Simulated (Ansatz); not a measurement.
Ansatz results at the PBE0-D4/def2-TZVP geometry: HOMO–LUMO gap (ωB97M-V/def2-TZVPP) 10.62 eV; LUMO energy (PBE0/def2-TZVPP) -0.98 eV; size of the dipole moment (B3LYP/def2-TZVPP) 2.78 D.

Each molecule was computed in one conformer, which needn't be the lowest.

(1) Which molecule gave them?
A. `F[Si](F)(c1ccccc1)c1ccccc1`
B. `CO[SiH2]N`
C. `CC[Si](N)(O)F`
D. `C[Si](O)(O)Br`

Answers

(1) A. The others give `C[Si](O)(O)Br`: 12.70, 0.59, 0.93; `CO[SiH2]N`: 12.17, 0.70, 2.06; `CC[Si](N)(O)F`: 12.04, 0.69, 2.22.

B3LYP here is the variant with VWN-RPA as its local correlation; programs differ in this.
